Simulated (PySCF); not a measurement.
# Ionisation energy of Lu⁺ by level of theory

Lu⁺ [Xe] 4f14 6s2 (1S) → Lu²⁺ [Xe] 4f14 6s1 (2S), as a difference of total energies. Computed with PySCF 2.14 in cc-pVDZ-X2C (8s7p5d3f1g, 84 functions), with scalar relativity by spin-free X2C-1e. Correlated levels: valence: [Kr] 4d10 frozen; valence and next inner shell: [Ar] 3d10 frozen. The calculations carry no spin-orbit coupling.

```json
{"method": "UHF", "ionisation energy (eV)": "12.632"}
{"method": "LDA", "ionisation energy (eV)": "14.378"}
{"method": "PBE", "ionisation energy (eV)": "14.108"}
{"method": "PBE0", "ionisation energy (eV)": "13.902"}
{"method": "r2SCAN", "ionisation energy (eV)": "13.754"}
{"method": "revPBE", "ionisation energy (eV)": "13.985"}
{"method": "M06-2X", "ionisation energy (eV)": "14.291"}
{"method": "TPSS", "ionisation energy (eV)": "13.887"}
{"method": "MP2 (valence)", "ionisation energy (eV)": "13.867"}
{"method": "SCS-MP2 (valence)", "ionisation energy (eV)": "13.845"}
{"method": "MP2 (valence and next inner shell)", "ionisation energy (eV)": "13.884"}
{"method": "SCS-MP2 (valence and next inner shell)", "ionisation energy (eV)": "13.859"}
```

Problem. How much does correlation contribute at MP2 (valence and next inner shell)?

Solution. 13.884 − (12.632) = 1.252 eV, measured against UHF.

Errors of the correlated levels include the incompleteness of this basis and the frozen core.

MP2 underrates the near-degeneracy of ns² with np² in the lower species.

For comparison: 14.13 ± 0.05 eV (semi-empirical (NIST evaluation); NIST Atomic Spectra Database, ionization energies).
